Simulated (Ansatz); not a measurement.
One change: `[NH2][Mo]([NH2])(=[O])=[S]` becomes `[NH2][Mo](=[O])([F])=[S]`.

Ansatz, PBE0-D4/def2-TZVP geometries, multiplicity 1. Each molecule was computed in one conformer, which needn't be the lowest.

Elements past krypton have def2 core potentials.

| property | `[NH2][Mo]([NH2])(=[O])=[S]` |
| --- | --- |
| LUMO energy (ωB97M-V/def2-TZVPP) / eV | -0.44 |
| LUMO energy (PBE0/def2-TZVPP) / eV | -2.48 |
| HOMO energy (PBE0/def2-TZVPP) / eV | -7.35 |
| HOMO–LUMO gap (ωB97M-V/def2-TZVPP) / eV | 8.99 |
| HOMO energy (B3LYP/def2-TZVPP) / eV | -7.11 |
| LUMO energy (B3LYP/def2-TZVPP) / eV | -2.66 |

Q: Give the same properties after the change, and the shifts. (Estimate.)

A: Computed: 
| property | `[NH2][Mo](=[O])([F])=[S]` | shift |
| --- | --- | --- |
| LUMO energy (ωB97M-V/def2-TZVPP) / eV | -0.91 | -0.47 |
| LUMO energy (PBE0/def2-TZVPP) / eV | -2.96 | -0.48 |
| HOMO energy (PBE0/def2-TZVPP) / eV | -7.85 | -0.50 |
| HOMO–LUMO gap (ωB97M-V/def2-TZVPP) / eV | 9.05 | 0.06 |
| HOMO energy (B3LYP/def2-TZVPP) / eV | -7.61 | -0.50 |
| LUMO energy (B3LYP/def2-TZVPP) / eV | -3.15 | -0.49 |

The zero-point energy changes by -59.0 kJ/mol with -6 modes.

B3LYP here is the variant with VWN-RPA as its local correlation; programs differ in this.
